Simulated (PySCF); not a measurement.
**Iron: a sound run and one with changed settings**

Sound run: Fe [Ar] 3d6 4s2, Fe⁺ [Ar] 3d6 4s1. Calculation: PySCF 2.14, in cc-pVTZ-DK (7s6p4d2f1g, 68 functions); scalar relativity by spin-free X2C-1e. The sound run starts from symmetry-adapted Hartree-Fock orbitals and uses a fine grid where one is needed.

A second run was set up differently.

```tsv
species	method	sound run (hartree)	changed run (hartree)	converged
Fe	UHF	-1271.34727	-1271.34727	yes
Fe	M06-L	-1272.54692	-1272.98159	yes
Fe	PBE0	-1272.39533	-1272.59050	yes
Fe⁺	UHF	-1271.11093	-1271.11093	yes
Fe⁺	M06-L	-1272.24968	-1272.65376	no
Fe⁺	PBE0	-1272.11481	-1272.30154	yes
```

Ionisation energy of Fe:

| method | sound run (eV) | changed run (eV) |
| --- | --- | --- |
| UHF | 6.431 | 6.431 |
| PBE0 | 7.633 | 7.863 |

What was changed?
A. radial grid too coarse
B. too few SCF iterations
C. minimal basis
D. a valence shell is frozen

A. It used radial step 0.8 in ln r (0.13 in the sound run). A coarse radial grid mis-integrates the density and the exchange-correlation energy, with errors of either sign; Hartree-Fock needs no grid.
